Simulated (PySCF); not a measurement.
Delta-SCF ions had no search for a lower state. Excitations are Tamm–Dancoff values on a coarser integration grid. The basis has no diffuse functions, so Rydberg states are missing or too high.

**C₄H₄S, SMILES `C=C=CC=S` (charge 0, multiplicity 1)**

These are PBE-D3(BJ)/def2-TZVP // PBE0-D3(BJ)/def2-TZVP in PySCF values and carry that method's errors.

```yaml
HOMO: -5.20 eV
dipole_moment: 3.44 D
HOMO–LUMO gap: 1.84 eV
LUMO: -3.36 eV
S1 excitation (TDA): 2.05 eV
S1 oscillator strength: 0.000
T1 excitation (TDA): 1.59 eV
S1–T1 gap (TDA): 0.47 eV
vertical ionisation energy (Delta-SCF): 8.37 eV
total_energy: -552.6456 Ha
cost: about 2.1 core-minutes (a rough figure)
```

```xyz
9

C     -1.9229    -0.0058     0.2281
C     -0.6901     0.2415    -0.0775
C      0.5687     0.4763    -0.3780
C      1.6261    -0.3965     0.0701
S      3.1985    -0.1854    -0.2519
H     -2.5480    -0.6185    -0.4144
H     -2.3679     0.3956     1.1336
H      0.8404     1.3415    -0.9764
H      1.2951    -1.2487     0.6665
```
